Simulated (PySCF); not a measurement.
Br4Si, singlet, at a GFN2-xTB geometry. Base run: DF-BLYP/3-21G (PySCF).

Here is a job for PySCF.
```python
from pyscf import gto, scf, dft

mol = gto.Mole()
mol.atom = '''
    Br   -1.173231   -1.474916   -1.153133
    Si   -0.000000    0.000000    0.000000
    Br   -1.105888    1.910495    0.092644
    Br    1.949528    0.324667   -0.987670
    Br    0.329590   -0.760246    2.048160
'''
mol.basis = '3-21g'
mol.charge = 0
mol.spin = 0
mol.verbose = 4
mol.symmetry = True
mol.build()

mf = dft.RKS(mol)
mf.xc = 'blyp'
mf = mf.density_fit(auxbasis='def2-universal-jkfit')
mf.kernel()
mf.analyze()
```

Each row names what was changed in the base input (with any setting that the change needs).

| change | ΔE vs base (mEh) | point group used | SCF cycles | outcome |
|---|---|---|---|---|
| base | 0.000 | Cs | 7 | converged |
| irrep_nelec = A':94 A":60 | - | - | 50 | not converged |
| symmetry = off | 0.000 | C1 | 7 | converged |
| irrep_nelec = A':98 A":56 | - | - | 50 | not converged |
